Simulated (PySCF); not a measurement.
# UHF on O (oxygen, neutral)

Configuration: [He] 2s2 2p4, high-spin 3P determinant. All numbers are calculated (PySCF 2.14, scalar relativity by spin-free X2C-1e, in aug-cc-pCVTZ-DK with one added diffuse shell each of s, p, d, f type (8s7p5d3f, 75 functions)).

```
Total energy                                                  : -74.865231 hartree
One-electron energy                                           : -103.3035 hartree
Hartree (Coulomb) energy                                      : 36.6628 hartree
Exchange energy                                               : -8.2245 hartree
⟨S²⟩                                                          : 2.0093
⟨L²⟩                                                          : 2.017
Sum of ⟨r⟩                                                    : 7.622 bohr
Sum of ⟨r²⟩                                                   : 11.24 bohr²
Traceless quadrupole moment −½Σ⟨3z² − r²⟩ along its main axis : -0.953 e·bohr²
Langevin diamagnetic susceptibility                           : -8.90 ×10⁻⁶ cm³/mol
```

```tsv
shell	electrons	mean orbital energy (eV)	spread (eV)	rms radius, mean of both spins (bohr)
1s α	1	-563.96	0	0.230
1s β	1	-561.83	0	0.230
2s α	1	-38.684	0	1.26
2s β	1	-29.361	0	1.26
2p α	3	-18.439	2.700	1.41
2p β	1	-14.190	0	1.41
```

Spin-orbit constants ζ (cm⁻¹) from the X2C one-electron operator on these orbitals: bare nucleus, nucleus screened by l(l+1)(2l+1)/3 electrons, and screened by the Breit-Pauli mean field of the electrons.

```csv
shell,bare,screened nucleus,mean field
2p,238.7,179.0,152.7
```

To first order the Landé constant is A = -76.33 cm⁻¹, so the lowest level has J = 2 and lies 0.00946 eV below the centre of the term. This holds in LS coupling only.
